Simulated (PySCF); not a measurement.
Compound: C₃H₅NSi₂.
SMILES: `C#C[Si@H]([SiH3])C#N`

The closed-shell ground state was solved at several levels (PySCF, density fitting, gas phase, non-relativistic). Isolated species at its PBE0-D3(BJ)/def2-SVP geometry, gas phase.

```csv
level,basis functions,HOMO (eV),LUMO (eV),gap (eV),dipole (D)
PBE0/aug-cc-pVDZ,191,-8.36,-1.05,7.31,4.00
mPW1PW91/pcSseg-2,300,-8.42,-1.11,7.31,4.01
PBE0/pcSseg-0,72,-8.59,-0.84,7.75,4.08
CAM-B3LYP/pcSseg-2,300,-9.68,0.04,9.72,4.06
PBE0/6-31G,72,-8.22,-0.53,7.69,3.93
wB97X-D/pcSseg-2,300,-10.19,0.68,10.87,4.02
B97-2/pcSseg-2,300,-8.16,-1.13,7.03,3.99
```

(1) Estimate the row for PBE0/6-31G*, a basis of 102 functions; the other rows only guide the guess.

(2) Over all these levels, which gives the widest orbital gap and which the narrowest?

(3) How much does the basis alone move the frontier levels among the 4 PBE0 rows (the withheld one included)?

(4) How far do the dipole and the HOMO energy spread over the levels?

## Answers

(1) HOMO -8.16 eV, LUMO -0.68 eV, gap 7.48 eV, dipole 3.86 D.

(2) wB97X-D/pcSseg-2 (range-separated hybrid) has the widest, 10.87 eV, and B97-2/pcSseg-2 (global hybrid, 21 % exact exchange) the narrowest, 7.03 eV. The two share the basis. From the narrowest to the widest the HOMO moves by -2.03 eV and the LUMO by +1.81 eV.

(3) The HOMO by 0.43 eV and the LUMO by 0.52 eV. By rising basis size (HOMO, LUMO in eV): pcSseg-0 -8.59, -0.84; 6-31G -8.22, -0.53; 6-31G* -8.16, -0.68; aug-cc-pVDZ -8.36, -1.05.

(4) The dipole runs from 3.86 to 4.08 D (mean 3.99 D) and the HOMO from -10.19 to -8.16 eV.
